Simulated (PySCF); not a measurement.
**One molecule, many functionals**

C2H8ClGaS.
Atom-mapped SMILES: `[CH3:1][S+:2]([CH3:3])[GaH2-:4][Cl:5]` (hydrogens: H6, H7, H8 on C1; H9, H10, H11 on C3; H12, H13 on Ga4)

Structure used (PBE0-D3(BJ)/def2-SVP), in Å, numbered top down from 1:
```
atom  x, y, z in Å
C1    -0.9597   -1.2160   -0.6730
S2    -0.5690   -0.2892    0.8253
C3    -0.9064    1.3975    0.2785
Ga4    1.9288   -0.2998    0.6975
Cl5    2.0149    0.4660   -1.3873
H6    -2.0278   -1.1040   -0.9039
H7    -0.3276   -0.8602   -1.4999
H8    -0.7370   -2.2701   -0.4626
H9    -1.9718    1.4951    0.0302
H10   -0.6620    2.0600    1.1194
H11   -0.2675    1.6381   -0.5838
H12    2.2092   -1.8383    0.7837
H13    2.2775    0.8006    1.7553
```

Linear-response calculations in the def2-SVPD basis (PySCF; singlets by full response, triplets Tamm–Dancoff, core orbitals frozen in the response; HF means time-dependent Hartree–Fock). 'Strongest' is the level of largest summed f among the singlets computed (6 and 10 roots, of which the last may lack a degenerate partner); it can jump between rows when another state enters that window. S1 is the lowest singlet of each run and needn't be the same state throughout; f(S1) is that of one state. One conformer (not necessarily the lowest) at the PBE0-D3(BJ)/def2-SVP geometry, without solvent, vibrations or thermal averaging. Relativistic effects, spin–orbit coupling among them, are left out although an element past zinc is present.

| functional | kind | S1 (eV) | f(S1) | strongest (eV) | T1 (eV) | HOMO (eV) | gap (eV) | ionisation energy, ΔSCF (eV) |
| --- | --- | --- | --- | --- | --- | --- | --- | --- |
| LDA | LDA | 5.51 | 0.004 | 6.25 | 5.44 | -6.56 | 5.47 | 9.53 |
| B3LYP | global hybrid, 20% exact exchange | 6.32 | 0.003 | 6.78 | 5.91 | -7.54 | 7.23 | 9.77 |
| PBE0 | global hybrid, 25% exact exchange | 6.45 | 0.002 | 7.00 | 5.96 | -7.78 | 7.71 | 9.81 |
| BHandHLYP | global hybrid, 50% exact exchange | 6.72 | 0.002 | 8.04 | 6.21 | -8.97 | 9.54 | 10.03 |
| CAM-B3LYP | range-separated hybrid | 6.54 | 0.002 | 7.20 | not run | -9.13 | 9.84 | not run |
| wB97X-D | range-separated hybrid | 6.60 | 0.002 | 7.38 | 6.16 | -9.64 | 11.23 | 10.02 |
| LC-wPBE | range-separated hybrid | 6.76 | 0.002 | 7.77 | 6.17 | -10.52 | 12.14 | 10.27 |
| HF | Hartree–Fock | 7.23 | 0.003 | 9.27 | 6.51 | -10.89 | 12.65 | not settled |

What does PBE (GGA) give?

S1 (eV) 5.54, f(S1) 0.003, strongest (eV) 6.27, T1 (eV) 5.48, HOMO (eV) -6.48, gap (eV) 5.51, ionisation energy, ΔSCF (eV) 9.44. S1 runs from 5.51 eV (LDA) to 7.23 eV (HF), a spread of 1.72 eV, while the orbital gap spreads over 7.2 eV. Along PBE (0%), B3LYP (20%), PBE0 (25%), BHandHLYP (50%), HF (100%) S1 rises with the share of exact exchange. −ε(HOMO) comes closest to its own ΔSCF ionisation energy with LC-wPBE (+0.25 eV) and misses most with LDA (-2.97 eV). 'Not settled' means that the ion's SCF failed to converge or may have ended in another state than the lowest.

Without π bonds the low states are Rydberg-like; a valence basis with one diffuse set may place them up to an eV too high.
